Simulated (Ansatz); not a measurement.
`C=CB[SiH2][SiH3]` + `BNC=C` → `BN[SiH2][SiH3]` + `C=CBC=C`  (redistribution)

Program: Ansatz. Geometries: PBE0-D4/def2-TZVP. ΔE: electronic, gas phase. CCSD(T)/CBS adds triple-zeta CCSD(T) − MP2 to the extrapolated MP2 energy (def2 sets, frozen cores). Functionals use def2-TZVPP. B3LYP here is the variant with VWN-RPA as its local correlation; programs differ in this. One conformer a species, not always the lowest.

Task: Is it downhill or uphill in electronic energy at CCSD(T)/CBS, and by how much? (An estimate is asked.)

Result: Ansatz gave: Downhill: ΔE = -106.3 kJ/mol.

Task: What do these levels give: PBE-D4, B3LYP-D4, ωB97M-V, B2PLYP, r2SCAN, PBE0, SCS-MP2/def2-TZVPP, CCSD(T)/def2-TZVPP, SCS-MP2/def2-QZVPP, HF/CBS(def2), MP2/CBS(def2), CCSD/CBS(def2)? (Best estimate.)

Result: Computed: PBE-D4 -80.2, B3LYP-D4 -99.7, ωB97M-V -105.8, B2PLYP -105.5, r2SCAN -92.8, PBE0 -88.3, SCS-MP2/def2-TZVPP -113.1, CCSD(T)/def2-TZVPP -104.6, SCS-MP2/def2-QZVPP -114.7, HF/CBS(def2) -122.3, MP2/CBS(def2) -113.0, CCSD/CBS(def2) -109.0 kJ/mol.

Largest T1 diagnostic among the species: 0.013.

In def2-TZVPP, CCSD(T) changes the Hartree–Fock value by +16.2 kJ/mol (the triples alone add +2.7 kJ/mol) and MP2 by +9.4 kJ/mol. From PBE to PBE0 (25 % exact exchange), in def2-TZVPP and without D4, ΔE moves by −7.9 kJ/mol.
